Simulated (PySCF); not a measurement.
Dipole response of W+ (tungsten, charge +1)

[Xe] 4f14 5d3 6s2, high-spin 4F determinant (an excited configuration). All numbers are calculated (PySCF 2.14, scalar relativity through the core potential, in aug-cc-pVTZ-PP with one added diffuse shell each of s, p, d, f, g type with ECP60MDF (7s7p6d4f3g, 113 functions)). Coupled (time-dependent) response in atomic units; α is the mean over directions.

| method | mean α (bohr³) | C₆ (like pair) | S(−4) |
| --- | --- | --- | --- |
| PBE0 | 43.16 | 422.1 | 653.4 |

S(−4) is the Cauchy moment in α(ω) = α(0) + S(−4) ω² + …

Spin-orbit coupling is absent.

α(iu) at PBE0:

```json
{"u (hartree)": "0", "α(iu) (bohr³)": "43.16"}
{"u (hartree)": "0.0500", "α(iu) (bohr³)": "41.60"}
{"u (hartree)": "0.100", "α(iu) (bohr³)": "37.69"}
{"u (hartree)": "0.200", "α(iu) (bohr³)": "28.19"}
{"u (hartree)": "0.300", "α(iu) (bohr³)": "20.70"}
{"u (hartree)": "0.500", "α(iu) (bohr³)": "12.36"}
{"u (hartree)": "0.750", "α(iu) (bohr³)": "7.756"}
{"u (hartree)": "1.00", "α(iu) (bohr³)": "5.470"}
{"u (hartree)": "1.50", "α(iu) (bohr³)": "3.245"}
{"u (hartree)": "2.00", "α(iu) (bohr³)": "2.172"}
{"u (hartree)": "3.00", "α(iu) (bohr³)": "1.167"}
{"u (hartree)": "5.00", "α(iu) (bohr³)": "0.4866"}
```

For an ion, C₆ is the dispersion term alone; charge-induced terms of lower order in 1/R come first.

Energies and moments cover only the electrons outside the core potential. Spin-orbit coupling, absent here, splits the open shell strongly.
